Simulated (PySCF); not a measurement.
Compound: C6H11NSi2.
Cartesian coordinates in Å at the GFN2-xTB level; atoms count from 1:
```
atom  x, y, z in Å
N1    -1.9253   -1.7424    0.6404
Si2   -1.4257   -0.6299   -0.5871
Si3   -2.7717    1.2394   -0.4306
C4     0.3782   -0.2428   -0.1758
C5     0.7975   -0.1151    1.1445
C6     2.1013    0.2284    1.4527
C7     3.0150    0.4568    0.4375
C8     2.6157    0.3369   -0.8828
C9     1.3095   -0.0070   -1.1806
H10   -2.8953   -2.0069    0.6946
H11   -1.3456   -2.5438    0.8367
H12   -1.4095   -1.2344   -1.9414
H13   -3.9354    1.0544    0.4434
H14   -2.0535    2.4124    0.0761
H15   -3.3183    1.6261   -1.7361
H16    0.0870   -0.2897    1.9400
H17    2.4081    0.3232    2.4850
H18    4.0337    0.7291    0.6738
H19    3.3249    0.5140   -1.6793
H20    1.0044   -0.0980   -2.2142
```

Probes without a nucleus sit at each ring's centroid and 1 Å off its mean plane on both sides; NICS is minus the shielding there, NICSzz its component along the normal. Level: GIAO PBE0/pcSseg-1 (PySCF, non-relativistic, gas phase) on the GFN2-xTB geometry, one conformer.

Ring bond lengths (Å), with Mayer bond orders in brackets: C4–C5 1.391 (1.41), C5–C6 1.383 (1.44), C6–C7 1.385 (1.42), C7–C8 1.385 (1.43), C8–C9 1.383 (1.45), C9–C4 1.390 (1.42).

Problem. Give the NICS values of each ring in ppm.

Solution. 
```json
{"ring": "C4–C5–C6–C7–C8–C9", "type": "6-membered carbocycle; formal bonds all aromatic", "NICS(0)": "-7.7", "NICS(1), two faces": "-11.2 / -11.2", "NICS(1)zz, two faces": "-28.8 / -28.6", "rms pucker (Å)": "0.00", "centre to ring atoms, mean (Å)": "1.39"}
```

Problem. What do they say, and how far can they be read as aromaticity?

Solution. 
- C4–C5–C6–C7–C8–C9: mean NICS(1)zz -28.7 ppm, shielded. For a flat ring without four-coordinate atoms the NICS criterion counts such a value as aromatic.

Problem. How equal are the bonds by HOMA? HOMA = 1 − mean of α(R − Ropt)² over the ring bonds, with Krygowski's 1993 parameters (CC: Ropt 1.388 Å, α 257.7 Å⁻²).

Solution. 
- C4–C5–C6–C7–C8–C9: HOMA 1.00 = 1 − EN − GEO, with mean bond length 1.386 Å, EN = α(Ropt − mean)² = 0.001 and GEO = α × variance = 0.003. The geometric and the magnetic index point the same way.

Problem. What field does 1 T along the ring normal induce along that normal at the first NICS(1) probe listed for ring C4–C5–C6–C7–C8–C9, 1 Å off the ring?

Solution. NICSzz × B0 = -28.8 ppm × 1 T = -29 μT, against the applied field.
